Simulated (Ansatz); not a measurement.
`CN(C)c1ccc(/C=C/c2ccc(/C=C/c3ccc(/C=C/C#N)s3)s2)s1` with charge -1. Charge -1, multiplicity 2. Geometry PBE-D4/def2-SVP, that of the neutral singlet; atoms count from 1.

```xyz
44

C    -4.6572   -5.7743   -5.1179
N    -4.2860   -4.5384   -4.4571
C    -4.5184   -3.2770   -5.1330
C    -3.3763   -4.6012   -3.4343
C    -2.8611   -5.7366   -2.7918
C    -1.9656   -5.4076   -1.7485
C    -1.7499   -4.0380   -1.5719
C    -0.8957   -3.3979   -0.6239
C    -0.6906   -2.0448   -0.4795
C     0.1882   -1.4360    0.4776
C     1.0063   -2.0113    1.4658
C     1.7344   -1.0663    2.2115
C     1.5069    0.2663    1.8280
C     2.0975    1.4410    2.3891
C     1.8667    2.7380    1.9927
C     2.4705    3.9056    2.5688
C     3.3941    4.0322    3.6252
C     3.7553    5.3613    3.9025
C     3.1259    6.3048    3.0735
C     3.2306    7.7363    3.0431
C     4.0134    8.5038    3.8693
C     4.0649    9.9186    3.7793
N     4.1191   11.0939    3.7181
S     2.0716    5.4859    1.9395
S     0.3515    0.3107    0.5065
S    -2.7004   -3.1270   -2.7521
H    -5.4986   -5.5815   -5.8094
H    -3.8159   -6.2207   -5.6998
H    -4.9941   -6.5267   -4.3753
H    -5.4267   -3.3543   -5.7602
H    -4.6903   -2.4708   -4.3887
H    -3.6646   -2.9657   -5.7819
H    -3.1246   -6.7637   -3.0701
H    -1.4610   -6.1567   -1.1214
H    -0.3571   -4.0949    0.0408
H    -1.2350   -1.3581   -1.1508
H     1.0641   -3.0955    1.6319
H     2.4265   -1.3250    3.0258
H     2.8024    1.2487    3.2160
H     1.1606    2.9108    1.1621
H     3.7887    3.1669    4.1747
H     4.4636    5.6459    4.6931
H     2.6241    8.2595    2.2850
H     4.6419    8.0397    4.6476
```

Single mean-field runs in def2-TZVP are fitted with def2-universal-jkfit.

(1) Estimate the Mulliken populations of the heavy atoms from the PBE0/def2-TZVP orbitals of Ansatz.

(2) Where does the spin sit?

(3) And the Mayer bond orders between heavy atoms (over 0.3)?

Answers

(1) 
```json
{"atom": "C1", "charge (e)": "-0.31", "spin (α − β)": "0.00"}
{"atom": "N2", "charge (e)": "-0.05", "spin (α − β)": "0.02"}
{"atom": "C3", "charge (e)": "-0.31", "spin (α − β)": "0.00"}
{"atom": "C4", "charge (e)": "0.10", "spin (α − β)": "0.09"}
{"atom": "C5", "charge (e)": "-0.25", "spin (α − β)": "-0.05"}
{"atom": "C6", "charge (e)": "-0.26", "spin (α − β)": "0.14"}
{"atom": "C7", "charge (e)": "0.20", "spin (α − β)": "-0.08"}
{"atom": "C8", "charge (e)": "-0.27", "spin (α − β)": "0.20"}
{"atom": "C9", "charge (e)": "-0.23", "spin (α − β)": "-0.11"}
{"atom": "C10", "charge (e)": "0.16", "spin (α − β)": "0.15"}
{"atom": "C11", "charge (e)": "-0.20", "spin (α − β)": "-0.08"}
{"atom": "C12", "charge (e)": "-0.24", "spin (α − β)": "0.09"}
{"atom": "C13", "charge (e)": "0.20", "spin (α − β)": "-0.04"}
{"atom": "C14", "charge (e)": "-0.28", "spin (α − β)": "0.14"}
{"atom": "C15", "charge (e)": "-0.23", "spin (α − β)": "0.02"}
{"atom": "C16", "charge (e)": "0.17", "spin (α − β)": "0.06"}
{"atom": "C17", "charge (e)": "-0.23", "spin (α − β)": "0.01"}
{"atom": "C18", "charge (e)": "-0.19", "spin (α − β)": "0.00"}
{"atom": "C19", "charge (e)": "0.15", "spin (α − β)": "0.08"}
{"atom": "C20", "charge (e)": "-0.27", "spin (α − β)": "0.01"}
{"atom": "C21", "charge (e)": "-0.07", "spin (α − β)": "0.17"}
{"atom": "C22", "charge (e)": "-0.24", "spin (α − β)": "-0.04"}
{"atom": "N23", "charge (e)": "-0.12", "spin (α − β)": "0.09"}
{"atom": "S24", "charge (e)": "-0.04", "spin (α − β)": "0.09"}
{"atom": "S25", "charge (e)": "-0.06", "spin (α − β)": "0.06"}
{"atom": "S26", "charge (e)": "-0.07", "spin (α − β)": "0.01"}
```
Mulliken values depend strongly on the basis.

(2) Summed by element: C 0.76, N 0.11, S 0.15, H -0.03, of 1 unpaired in all. Largest on single atoms: C8 0.20, C21 0.17, C10 0.15.

(3) C1–N2 0.98 (1.45 Å); N2–C3 0.99 (1.45 Å); N2–C4 1.17 (1.37 Å); C4–C5 1.49 (1.40 Å); C4–S26 1.17 (1.76 Å); C5–C6 1.29 (1.41 Å); C6–C7 1.45 (1.40 Å); C7–C8 1.15 (1.43 Å); C7–S26 1.17 (1.77 Å); C8–C9 1.59 (1.38 Å); C9–C10 1.18 (1.43 Å); C10–C11 1.35 (1.41 Å); C10–S25 1.17 (1.75 Å); C11–C12 1.39 (1.41 Å); C12–C13 1.33 (1.41 Å); C13–C14 1.22 (1.43 Å); C13–S25 1.21 (1.76 Å); C14–C15 1.52 (1.38 Å); C15–C16 1.21 (1.44 Å); C16–C17 1.34 (1.41 Å); C16–S24 1.21 (1.75 Å); C17–C18 1.43 (1.40 Å); C18–C19 1.36 (1.40 Å); C19–C20 1.18 (1.44 Å); C19–S24 1.16 (1.75 Å); C20–C21 1.55 (1.37 Å); C21–C22 1.09 (1.42 Å); C22–N23 3.04 (1.18 Å).
